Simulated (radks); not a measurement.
Results of a calculation; reference values are marked as such.
Task: These are the eigenvalues of the occupied orbitals of an atom or ion with whole-number occupations (eV). Code: a radial shooting solver on a logarithmic mesh with Libxc functionals. Model: non-relativistic Kohn-Sham, LDA (Slater exchange, Perdew-Wang correlation), spin-unpolarised, spherical densities, point nucleus.

1s: -8007.466
2s: -1364.007
2p: -1253.671
3s: -492.0327

Which element is it, and in what charge state? The configuration may be excited.

Result: Z = 27, cobalt, charge +15: Co15+ in [Ne] 3s2. The list shows which subshells hold electrons but not how many an open one holds; the 1s level, -294.27 hartree, gives Z - s = 24.3 by -(Z - s)^2/2, which with screening narrows Z to a few neighbours, and the depths of the outer levels then fix element, charge and occupations together.
